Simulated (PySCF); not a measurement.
Compound: C₄H₉OPS.
Atom-mapped SMILES: `[CH3:1][C:2](=[O:3])[P:4]([CH3:5])([CH3:6])=[S:7]` (hydrogens: H8, H9, H10 on C1; H11, H12, H13 on C5; H14, H15, H16 on C6)

Geometry (PBE0-D3(BJ)/def2-SVP, Å), atoms numbered from 1 in this order:
```xyz
16
C4H9OPS angstrom
C      2.3724   -0.3723    0.0241
C      1.0236   -0.3071   -0.6093
O      0.7960   -0.4166   -1.7866
P     -0.4578   -0.0089    0.5518
C     -1.7033   -1.1223   -0.1660
C     -0.9716    1.6568    0.0179
S     -0.0882   -0.2118    2.4544
H      2.5590    0.5516    0.5947
H      2.3796   -1.1796    0.7735
H      3.1455   -0.5267   -0.7393
H     -2.6980   -0.8316    0.1998
H     -1.6597   -1.0631   -1.2631
H     -1.4868   -2.1457    0.1697
H     -1.0816    1.6929   -1.0759
H     -0.2152    2.3817    0.3492
H     -1.9256    1.9001    0.5076
```

Computed with PySCF at PBE0/def2-SVPD, non-relativistic, on one gas-phase PBE0-D3(BJ)/def2-SVP geometry that isn't relaxed in the solvent. The solvent is an IEF-PCM continuum (Bondi radii, 1.10 Å for H, scaled by 1.2), and excitations are vertical TDDFT with non-equilibrium linear response and a frozen core. Only the electrostatic response of the medium enters.

Gas-phase singlets (H = HOMO, L = LUMO):

```csv
state,E (eV),λ (nm),f,leading configurations
S1,3.285,377,0.001,"H→L 91%, H-2→L 8%"
S2,3.874,320,0.005,H-1→L 100%
S3,4.742,261,0.000,"H-2→L 89%, H→L 8%"
S4,5.741,216,0.019,H→L+1 95%
S5,5.901,210,0.057,H-1→L+1 92%
```

Problem. How does the list change in chloroform (ε = 4.711)?

Solution. 
| state | E (eV) | λ (nm) | f | leading configurations | change by rank (eV) |
| --- | --- | --- | --- | --- | --- |
| S1 | 3.481 | 356 | 0.001 | H→L 89%, H-2→L 10% | +0.196 |
| S2 | 4.189 | 296 | 0.007 | H-1→L 100% | +0.315 |
| S3 | 4.944 | 251 | 0.001 | H-2→L 88%, H→L 10% | +0.202 |
| S4 | 5.935 | 209 | 0.040 | H→L+1 76%, H→L+2 21% | +0.194 |
| S5 | 6.111 | 203 | 0.088 | H-1→L+1 68%, H-1→L+2 29% | +0.210 |

Problem. The ground-state energy changes by -0.303 eV from gas to chloroform. By how much does the total energy of gas-phase S1 change?

Solution. E(S1) = E(S0) + excitation energy, so it changes by -0.303 + 0.196 = -0.107 eV: it is lowered less than the ground state, which is what a blue shift means. This is the vertical state, with the slow part of the continuum still set for S0.

Problem. How do the frontier levels move from gas to chloroform?

Solution. 
```json
{"orbital": "LUMO+2", "gas (eV)": "0.92", "solvent (eV)": "0.82", "change (eV)": "-0.10", "Löwdin shares, gas": "S7 54 %, P4 16 %, C6 6 %, C5 5 %", "Löwdin shares, solvent": "S7 57 %, P4 14 %, O3 6 %, C2 5 %"}
{"orbital": "LUMO+1", "gas (eV)": "0.28", "solvent (eV)": "0.45", "change (eV)": "+0.17", "Löwdin shares, gas": "C6 13 %, S7 13 %, C5 11 %, C1 9 %", "Löwdin shares, solvent": "S7 24 %, C6 10 %, C5 10 %, C1 8 %"}
{"orbital": "LUMO", "gas (eV)": "-1.71", "solvent (eV)": "-1.59", "change (eV)": "+0.12", "Löwdin shares, gas": "C2 38 %, O3 31 %, P4 8 %, C1 8 %", "Löwdin shares, solvent": "C2 39 %, O3 31 %, P4 8 %, C1 8 %"}
{"orbital": "HOMO", "gas (eV)": "-6.48", "solvent (eV)": "-6.63", "change (eV)": "-0.15", "Löwdin shares, gas": "S7 61 %, P4 12 %, O3 12 %, C2 6 %", "Löwdin shares, solvent": "S7 58 %, O3 14 %, P4 12 %, C2 7 %"}
{"orbital": "HOMO-1", "gas (eV)": "-6.65", "solvent (eV)": "-6.86", "change (eV)": "-0.21", "Löwdin shares, gas": "S7 75 %, P4 14 %, C5 4 %", "Löwdin shares, solvent": "S7 76 %, P4 13 %, C5 4 %, C6 4 %"}
{"orbital": "HOMO-2", "gas (eV)": "-8.28", "solvent (eV)": "-8.28", "change (eV)": "0.00", "Löwdin shares, gas": "O3 39 %, S7 19 %, P4 16 %, C2 11 %", "Löwdin shares, solvent": "O3 36 %, S7 22 %, P4 16 %, C2 10 %"}
{"orbital": "HOMO-3", "gas (eV)": "-9.94", "solvent (eV)": "-10.01", "change (eV)": "-0.07", "Löwdin shares, gas": "S7 53 %, P4 21 %, C5 8 %, C6 7 %", "Löwdin shares, solvent": "S7 51 %, P4 20 %, C5 8 %, C6 8 %"}
```

The HOMO–LUMO gap goes from 4.77 to 5.04 eV.

The run took 62 s on Arm Neoverse N1, one thread, shared host with 64 logical CPUs at a one-minute load of 53, and the process peaked at 1.2 GiB of memory. This is the whole response run at PBE0/def2-SVPD in chloroform, SCF included.
